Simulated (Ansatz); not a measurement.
`NC[S][GeH3]` → C• + Ge• + 7 H• + N• + S•  (atomization)

Isolated molecules relaxed with PBE0-D4/def2-TZVP in Ansatz; ΔE leaves out vibrations. CCSD(T)/CBS is the MP2 limit (def2-TZVPP, def2-QZVPP) plus CCSD(T) − MP2 in def2-TZVPP, frozen cores. This one scheme is used for every species, atoms too. DFT in def2-TZVPP. B3LYP here is the variant with VWN-RPA as its local correlation; programs differ in this. Open shells (•) are unrestricted, without spin–orbit coupling. Spin–orbit coupling would lower the free atoms: a little for C, S; clearly for Ge. Bonds to Ge are less sure, by a few kJ/mol each and by 10 to 20 or more in all where they break to atoms, as the def2 sets lack core-valence functions. Scalar relativity is left out up to krypton. One conformer a species, not always the lowest.

`NC[S][GeH3]`:

Cartesian coordinates in Å:
```
N -0.537 0.932 0.943
C 0.864 0.648 0.751
S 1.120 -1.092 0.294
Ge -0.413 -1.192 -1.315
H -0.695 1.921 1.093
H -0.905 0.422 1.736
H 1.502 0.799 1.632
H 1.242 1.287 -0.050
H -0.321 0.081 -2.169
H -0.023 -2.427 -2.146
H -1.835 -1.380 -0.769
```

```json
{"level": "B3LYP-D4", "ΔE (kJ/mol)": "3494.7", "difference from CCSD(T)/CBS": "-10.2"}
{"level": "ωB97X-V", "ΔE (kJ/mol)": "3523.8", "difference from CCSD(T)/CBS": "18.9"}
{"level": "r2SCAN", "ΔE (kJ/mol)": "3489.5", "difference from CCSD(T)/CBS": "-15.4"}
{"level": "r2SCAN0", "ΔE (kJ/mol)": "3442.2", "difference from CCSD(T)/CBS": "-62.7"}
{"level": "CCSD/def2-SVP", "ΔE (kJ/mol)": "3228.7", "difference from CCSD(T)/CBS": "-276.2"}
{"level": "CCSD(T)/def2-SVP", "ΔE (kJ/mol)": "3265.1", "difference from CCSD(T)/CBS": "-239.8"}
{"level": "SCS-MP2/def2-TZVPP", "ΔE (kJ/mol)": "3435.8", "difference from CCSD(T)/CBS": "-69.1"}
{"level": "CCSD(T)/def2-TZVPP", "ΔE (kJ/mol)": "3411.5", "difference from CCSD(T)/CBS": "-93.4"}
{"level": "MP2/CBS(def2)", "ΔE (kJ/mol)": "3514.7", "difference from CCSD(T)/CBS": "9.8"}
{"level": "CCSD/CBS(def2)", "ΔE (kJ/mol)": "3452.2", "difference from CCSD(T)/CBS": "-52.7"}
{"level": "CCSD(T)/CBS", "ΔE (kJ/mol)": "3504.9", "difference from CCSD(T)/CBS": "0"}
```

Largest T1 diagnostic among the species: 0.011.

At CCSD(T), def2-SVP lies −239.8 kJ/mol from the extrapolated value and def2-TZVPP −93.4 kJ/mol: correlation converges slowly with the basis, and small sets miss more of it in the bonded molecule than in its fragments. Leaving LDA and LC-ωPBE aside and taking each functional with its dispersion term where it has one, the values, not all of them listed here, spread over 142.3 kJ/mol, from BHLYP-D4 to PBE-D4. LDA lies +492.2 kJ/mol from PBE without D4, its usual overbinding. From BLYP to BHLYP (50 % exact exchange), in def2-TZVPP and without D4, ΔE moves by −55.1 kJ/mol: exact exchange takes away binding that semilocal exchange gives to molecules.

For atomizations the MP2-based limit and the directly extrapolated one differ by several kJ/mol either way, and by 10 to 25 for some Ge, Se and Sn compounds, so smaller differences from it don't rank the levels.
